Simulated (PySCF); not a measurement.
Spectrum to structure. Computed with TDDFT PBE0/def2-SVPD, vertical, gas phase, core orbitals frozen in the response in PySCF 2.14.0, density-fitted response routines. Geometries: GFN2-xTB, one conformer each.

| state | λ (nm) | f |
| --- | --- | --- |
| S1 | 263.8 | 0.0001 |
| S2 | 198.6 | 0.017 |
| S3 | 190.7 | 0.523 |
| S4 | 175.7 | 0.0010 |
| S5 | 163.6 | 0.0006 |
| S6 | 154.0 | 0.035 |

Orbital energies (eV): HOMO-3 -10.74, HOMO-2 -9.38, HOMO-1 -9.11, HOMO -8.72, LUMO -2.22, LUMO+1 0.49, LUMO+2 1.10.

Question: Which structure fits? All have the formula C5H5F3O2.
A. `FC(F)(F)O/C=C/[C@H]1CO1`
B. `O=COC1(C(F)(F)F)CC1`
C. `C[C@@H]1OC(=O)[C@H]1C(F)(F)F`
D. `COC(=O)/C=C/C(F)(F)F`

Answer: D. Its S1, at 4.70 eV, is the lowest among the candidates; the nearest of the others has S1 at 5.84 eV. S1 is HOMO→LUMO (97%). Löwdin shares by element: HOMO oxygen 78%, carbon 16% or more; LUMO carbon 65% or more, oxygen 12% or more (atoms not listed hold the other 24%). At the same level the other candidates give, for their lowest levels:
- `FC(F)(F)O/C=C/[C@H]1CO1`: 189 nm (f 0.234); 180 nm (f 0.110); 172 nm (f 0.009); 169 nm (f 0.020); 159 nm (f 0.005); T1 4.20 eV; HOMO -7.58, LUMO -0.39 eV
- `O=COC1(C(F)(F)F)CC1`: 212 nm (f 0.002); 166 nm (f 0.001); 157 nm (f 0.081); 151 nm (f 0.019); 143 nm (f 0.009); T1 5.24 eV; HOMO -8.67, LUMO -0.45 eV
- `C[C@@H]1OC(=O)[C@H]1C(F)(F)F`: 210 nm (f 0.001); 157 nm (f 0.078); 153 nm (f 0.027); 148 nm (f 0.003); 143 nm (f 0.002); T1 5.37 eV; HOMO -8.76, LUMO -0.57 eV

Conformer computed: `[CH3:1][O:2][C:3](=[O:4])/[CH:5]=[CH:6]/[C:7]([F:8])([F:9])[F:10]`: C1–O2–C3–O4 0°, O2–C3–C5–C6 180°, C5–C6–C7–F8 -121°.
Triplets come from the Tamm–Dancoff approximation.
